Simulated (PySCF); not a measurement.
Relaxation of singlet Rb₂O

All numbers come from PBE0/[O def2-TZVP, Rb def2-TZVP with ECP28], scalar-relativistic core potentials, density fitting, no spin–orbit coupling, PySCF. A (50,194) grid was used.

A hand-made bent start, of C2v symmetry, held to at least that symmetry:

```xyz
3
charge 0 multiplicity 1, angstrom
O     0.0000    0.0000   -1.4311
Rb    2.2363    0.0000    0.1348
Rb   -2.2363    0.0000    0.1348
```

Optimiser trace:
```csv
step,E − E(last) (kJ/mol),largest gradient (Eh/bohr)
0,72.98,0.02961
1,55.08,0.02623
2,17.38,0.01060
3,10.44,0.00816
4,8.60,0.00698
5,2.47,0.00338
6,1.33,0.00520
7,0.27,0.00230
8,-0.01,0.00037
9,0.00,0.00020
```

It ends at D∞h with O–Rb 2.389 Å (×2); Rb–O–Rb 177.3°. So small a bend on a flat surface may be a leftover of loose convergence. No frequency check is given, so it may be a saddle point.

The relaxation took roughly 40 core-seconds on a shared host.
